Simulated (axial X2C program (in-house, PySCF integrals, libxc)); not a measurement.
## Excited states of GeSe by EOM-EE-CCSD

Calculated with an axial X2C code built on PySCF integrals: two-component X2C with atomic mean-field Coulomb and Gaunt terms, Gaussian nuclei, basis Se dyall-acv3z, Ge dyall-acv3z with contracted cores.

R = 2.136 Å (near the PBE0 minimum at charge 0 of the determinant lowest at the starting distance; the state shown can have its own minimum elsewhere).

Hartree–Fock spinors of GeSe (one of each Kramers pair; a window near the gap, which can cut inner shells):

| ω | occupied | ε (eV) | character |
| --- | --- | --- | --- |
| 1/2 | yes | -24.64 | 60% Se s, 14% Ge s, 12% Ge p |
| 1/2 | yes | -16.12 | 46% Ge s, 30% Se p, 12% Se s |
| 1/2 | yes | -10.08 | 43% Se p, 37% Ge p, 11% Ge s |
| 1/2 | yes | -9.71 | 64% Se p, 23% Ge p, 6% Ge d |
| 3/2 | yes | -9.48 | 67% Se p, 21% Ge p, 7% Ge d |
| 1/2 | no | 0.14 | 60% Ge p, 14% Ge d, 12% Se d |
| 3/2 | no | 0.22 | 60% Ge p, 14% Ge d, 12% Se d |
| 1/2 | no | 0.89 | 76% Ge p, 20% Ge s |
| 1/2 | no | 1.07 | 67% Ge s, 16% Ge p, 8% Se p |
| 1/2 | no | 1.27 | 90% Ge p, 4% Se p, 4% Se d |
| 3/2 | no | 1.28 | 88% Ge p, 5% Se p, 4% Se d |

Vertical excitation energies from the closed-shell determinant state of GeSe:

```
 Ω  excitation (eV)   cm⁻¹         hole of the leading pair     particle of the leading pair  weight of the pair (for Ω = 0 its time-reversed partner can hold as much again)  singles weight
 1            2.816  22714   67% Se pπ, 21% Ge pπ, 7% Ge dπ  57% Ge pπ, 16% Se dπ, 15% Se pπ                                                                             0.62            0.94
0⁻            2.832  22842   67% Se pπ, 21% Ge pπ, 7% Ge dπ  56% Ge pπ, 16% Se pπ, 16% Se dπ                                                                             0.24            0.94
0⁺            3.091  24931  41% Ge pσ, 34% Se pσ, 17% Ge sσ  60% Ge pπ, 13% Se dπ, 13% Se pπ                                                                             0.47            0.95
0⁻            3.104  25034  41% Ge pσ, 34% Se pσ, 17% Ge sσ  59% Ge pπ, 13% Se dπ, 13% Se pπ                                                                             0.44            0.95
 1            3.134  25280  35% Ge pσ, 29% Se pσ, 13% Ge sσ  59% Ge pπ, 13% Se dπ, 13% Se pπ                                                                             0.59            0.94
 2            3.182  25663  33% Ge pσ, 27% Se pσ, 13% Se pπ  58% Ge pπ, 14% Se pπ, 13% Se dπ                                                                             0.66            0.94
 3            3.227  26030   67% Se pπ, 21% Ge pπ, 7% Ge dπ  56% Ge pπ, 15% Se pπ, 15% Se dπ                                                                             0.93            0.93
 2            3.267  26349  35% Ge pσ, 29% Se pσ, 14% Ge sσ  58% Ge pπ, 14% Se pπ, 13% Se dπ                                                                             0.47            0.93
```

This point took 19 s on 1 thread of Arm Neoverse V2, with other jobs on the host.

Reference electrons by ω block (each with its −ω partner): 1/2: 22, 3/2: 9, 5/2: 2. 10 electrons of GeSe correlated (inner shells frozen), 88 natural virtual spinors (a truncated set); levels can be off by some tenths of an eV. Roots sought by Ω: (0: 5, 1: 4, 2: 3, 3: 1); the list ends where they run out and leaves out roots under 60 % singles weight. The solver can skip a root, and states that need a further excitation, which the method places far too high, are missing though they may lie low or lowest. T1 of the reference 0.026 (Lee–Taylor). Number of frozen shells: Se 3 s, 2 p, 1 d; Ge 3 s, 2 p, 1 d. Large amplitudes in the reference (orbital relaxation or multireference character) lower the reliability.
